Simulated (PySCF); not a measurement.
Highest orbital energy against ionisation energy along group 14

Calculated with PySCF 2.14, no spin-orbit coupling. Each cell gives −ε(HOMO) / ΔSCF in eV; NIST values include spin-orbit coupling, (s) semi-empirical, (t) theoretical.

```csv
species,UHF,LDA,PBE,PBE0,r2SCAN,NIST (lowest levels)
"C(2+) (aug-cc-pwCVTZ, non-relativistic)",46.096 / 45.780,40.157 / 46.950,40.359 / 47.104,42.037 / 47.040,40.673 / 46.626,47.888
"Si(2+) (aug-cc-pwCVTZ, non-relativistic)",32.163 / 31.956,28.601 / 33.523,28.473 / 33.379,29.629 / 33.242,28.650 / 32.867,33.493
"Ge(2+) (aug-cc-pwCVTZ-PP with ECP10MDF, ECP)",32.443 / 32.190,29.595 / 34.787,29.167 / 34.326,30.212 / 33.973,29.543 / 34.055,34.058
"Sn(2+) (aug-cc-pwCVTZ-PP with ECP28MDF, ECP)",28.788 / 28.533,26.622 / 31.283,26.176 / 30.799,27.063 / 30.425,26.386 / 30.467,30.506
"Pb(2+) (aug-cc-pwCVTZ-PP with ECP60MDF, ECP)",30.101 / 29.764,27.826 / 32.598,27.381 / 32.095,28.325 / 31.748,27.577 / 31.840,31.937
```

Q: How far is −ε(HOMO) from ΔSCF on average for each method, and why?

A: UHF 0.27 eV; LDA -5.27 eV; PBE -5.23 eV; PBE0 -3.83 eV; r2SCAN -4.61 eV. Hartree-Fock orbital energies lack relaxation and so exceed the ΔSCF value; semilocal functionals have convex E(N) from self-interaction, so their HOMO lies far too high; exact exchange moves hybrids part of the way back.
